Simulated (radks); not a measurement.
Values are calculated unless marked as measured or tabulated.
Problem. The mean radii <r> (bohr) of the occupied orbitals of an atom or ion are listed with their occupations. Code: a radial shooting solver on a logarithmic mesh with Libxc functionals. Model: scalar-relativistic Kohn-Sham, PBE, spin-polarised, spherical densities, finite nucleus; Fermi nuclear charge, rms radius of each element as measured or else 0.836 A^(1/3) + 0.57 fm.

| orbital | occ. | <r> |
|---|---|---|
| 1s up | 1 | 0.03609 |
| 1s down | 1 | 0.03609 |
| 2s up | 1 | 0.1580 |
| 2s down | 1 | 0.1580 |
| 2p up | 3 | 0.1376 |
| 2p down | 3 | 0.1376 |
| 3s up | 1 | 0.4411 |
| 3s down | 1 | 0.4410 |
| 3p up | 3 | 0.4428 |
| 3p down | 3 | 0.4426 |
| 3d up | 5 | 0.4269 |
| 3d down | 5 | 0.4264 |
| 4s up | 1 | 1.038 |
| 4s down | 1 | 1.038 |
| 4p up | 1 | 1.100 |

Name the element and its charge. Open shells, if any, are filled with parallel spins first.

Solution. Z = 41, niobium, charge +10: Nb10+ in [Ar] 3d10 4s2 4p1. The 1s radius gives Z: for a bare nucleus <r> = (2 gamma + 1)/(2Z) with gamma = sqrt(1 - (Z/c)^2), 0.03547 bohr for Z = 41, and screening makes it slightly larger (0.03609 here). The occupations add up to 31, and the charge is Z minus that.
